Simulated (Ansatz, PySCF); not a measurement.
Gas-phase reaction in SMILES: CCC(O)CC + 5 [H][H] (H2) -> 5 C (CH4) + O (H2O)
Each molecule is optimised on its own at B3LYP-D3(BJ)/def2-TZVP (Ansatz, a first-principles code), one conformer each, not searched for the lowest.

Property: energy of full hydrogenation (enthalpy at 298 K, with B3LYP-D3(BJ) rigid-rotor harmonic-oscillator terms from PySCF), in eV. Cores are frozen in the correlated levels unless marked. Spin-orbit coupling is left out. No relativistic terms. CBS marks a two-point X^-3 extrapolation of the correlation energy; Hartree-Fock from the larger set.

Level to compare with: CCSD(T)/CBS(cc-pVTZ,cc-pVQZ) (Ansatz), -3.10 eV. It is a level with limits of its own, and the differences hold the functionals' basis error too.

Problem. Rank these functionals by how close they come to CCSD(T)/CBS(cc-pVTZ,cc-pVQZ), closest first: PBE0/def2-TZVPD (Ansatz); BHLYP/def2-TZVPD (Ansatz); wB97X-V/def2-TZVPD (Ansatz).

Solution. wB97X-V/def2-TZVPD (range-separated hybrid with VV10, -3.05 eV, difference 0.05), PBE0/def2-TZVPD (global hybrid, -3.33 eV, difference -0.23), BHLYP/def2-TZVPD (global hybrid, -3.62 eV, difference -0.52)
